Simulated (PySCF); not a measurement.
H₆NSi₂, SMILES [SiH2]N[SiH3], multiplicity 2. Atoms are numbered in the order given.

```xyz
9

Si     1.5335    -0.0142    -0.5570
N      0.1899     0.2636     0.5219
Si    -1.5083    -0.0391     0.2497
H      1.1685    -1.1706    -1.4381
H      2.7561    -0.3364     0.2548
H      0.4082     0.8337     1.3366
H     -2.1345    -0.6117     1.4809
H     -1.6078    -1.0116    -0.8762
H     -2.2732     1.1968    -0.1097
```
Charge 0, spin multiplicity 2.

The structure is a stationary point at PBE0-D3(BJ)/def2-SVP. The isomer is the one that the SMILES or the coordinates give; other isomers of the formula were not compared.

All values below come from PBE0/pcH-1 (PySCF).

Unrestricted Kohn–Sham, ⟨S²⟩ = 0.752. Hyperfine tensors hold the contact and dipolar terms, without spin-orbit corrections.

Computed hyperfine couplings:
```
nucleus     A(iso) (MHz)  A(iso) (G)  dipolar principal values (MHz)
----------  ------------  ----------  ------------------------------
29Si no. 1        -535.9      -191.2              -141.8, 70.1, 71.7
14N no. 2           10.4         3.7                -7.4, -7.2, 14.7
29Si no. 3           4.5         1.6                  -1.1, 0.4, 0.7
1H no. 4            68.9        24.6                  -7.5, 0.1, 7.4
1H no. 5            96.1        34.3                  -7.5, 0.5, 7.0
1H no. 6           -10.0        -3.6                -8.6, -3.3, 11.9
1H no. 7            10.8         3.8                 -1.2, -0.9, 2.1
1H no. 8            -0.5        -0.2                 -1.7, -1.2, 2.8
1H no. 9             2.4         0.9                 -1.3, -1.1, 2.4
```

Task: And the g tensor (effective nuclear charges for spin-orbit coupling, GIAO)? (The exact figures need the calculation; the answer reports its results.)

Result: principal values 2.0020, 2.0026, 2.0038; isotropic 2.0028.
